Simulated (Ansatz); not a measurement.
Cost and result for the atomization energy of CH$_{7}$GeNSi (`C=N[SiH2][GeH3]`) (11 atoms, 10 bonds).

Z-matrix (Å, degrees):
```
Si
N 1 1.745
Ge 1 2.378 2 107.7
H 1 1.497 2 112.2 3 121.4
H 1 1.485 2 107.7 3 -118.8
C 2 1.258 1 124.2 3 -115.0
H 3 1.538 1 110.2 2 61.1
H 3 1.536 1 111.1 2 -59.3
H 3 1.539 1 110.3 2 -179.6
H 6 1.102 2 124.3 1 -1.4
H 6 1.096 2 120.2 1 178.7
```

The species carries charge 0 and has multiplicity 1. Correlated methods include outer-core shells of Ge, which these sets cover unevenly. Scalar relativity is left out up to krypton. The geometry is a stationary point of PBE0-D4/def2-TZVP. It is one conformer, not always the lowest. Program: Ansatz. All runs use 4 threads of an Arm Neoverse V1 on a shared host. Times are those of one run each, without the atoms' runs, and a repeat can differ threefold. Electronic energies, without spin–orbit coupling; frozen cores. CCSD(T)/CBS adds CCSD(T) − MP2 in def2-TZVPP to the MP2 limit, and its time is that of the two runs behind it. T1 = 0.013. With those shells the extrapolation isn't a true limit. B3LYP takes the VWN-RPA correlation (the form of Gaussian; ORCA's B3LYP/G).

CCSD(T)/CBS is a level of theory with its own doubt, some kJ/mol a heavy atom from the limit and from the frozen cores, so smaller differences don't rank the functionals.

```csv
level,functions,wall time,atomization (kcal/mol),difference from CCSD(T)/CBS,per bond
PBE-D4/def2-TZVPP (with forces),250,2.7 s,850.9,5.4,0.5
PBE0-D4/def2-TZVPP,250,3.4 s,838.8,-6.7,-0.7
r2SCAN-D4/def2-TZVPP (with forces),250,4.8 s,843.0,-2.5,-0.2
B3LYP-D4/def2-TZVPP (with forces),250,5 s,846.0,0.5,0.0
B2PLYP/def2-TZVPP,250,6 s,834.4,-11.1,-1.1
ωB97X-V/def2-TZVPP,250,8.5 s,850.5,5.0,0.5
ωB97M-V/def2-TZVPP (with forces),250,13 s,843.7,-1.8,-0.2
MP2/def2-QZVPP,483,25 s,836.1,-9.4,-0.9
CCSD(T)/def2-TZVPP,250,2.9 min,824.2,-21.3,-2.1
CCSD(T)/CBS(def2),–,3.3 min,845.5,0.0,0.0
```

From PBE to PBE0 (25 % exact exchange), in def2-TZVPP and without D4, the atomization energy moves by −11.3 kcal/mol: exact exchange takes away binding that semilocal exchange gives to molecules. The D4 term adds +8.7 kcal/mol with B3LYP and +4.6 kcal/mol with PBE0; it sums over pairs of atoms, weighted by their polarisabilities, and B3LYP, whose exchange is more repulsive, gets the larger term. In def2-TZVPP, CCSD(T) changes the Hartree–Fock value by +219.8 kcal/mol (the triples alone add +11.8 kcal/mol) and MP2 by +219.1 kcal/mol; breaking electron pairs costs correlation energy, which Hartree–Fock lacks.
